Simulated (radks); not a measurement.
Isoelectronic series with 11 electrons, all held in the configuration [Ne] 3s1, which need not be the ground one along the series. Calculated with a radial shooting solver on a logarithmic mesh with Libxc functionals: scalar-relativistic Kohn-Sham, LDA (Slater exchange, Perdew-Wang correlation), spin-polarised, spherical densities, finite nucleus; open shells are filled with parallel spins first; Fermi nuclear charge, rms radius of each element as measured or else 0.836 A^(1/3) + 0.57 fm. Total energies (hartree) and mean radii <r> (bohr):

ion	E (hartree)	3s up	2p down	2p up	2s down
Mn14+	-1067.78475	0.7082	0.2427	0.2429	0.2759
Fe15+	-1164.20510	0.6716	0.2312	0.2314	0.2634
Co16+	-1264.91635	0.6386	0.2208	0.2210	0.2520
Ni17+	-1369.93410	0.6086	0.2113	0.2114	0.2415
Cu18+	-1479.27387	0.5814	0.2025	0.2027	0.2318
Zn19+	-1592.95305	0.5564	0.1944	0.1946	0.2228
Ga20+	-1710.98891	0.5335	0.1870	0.1871	0.2145
Ge21+	-1833.39983	0.5123	0.1800	0.1802	0.2067
As22+	-1960.20534	0.4927	0.1736	0.1737	0.1995
Se23+	-2091.42489	0.4746	0.1676	0.1677	0.1927
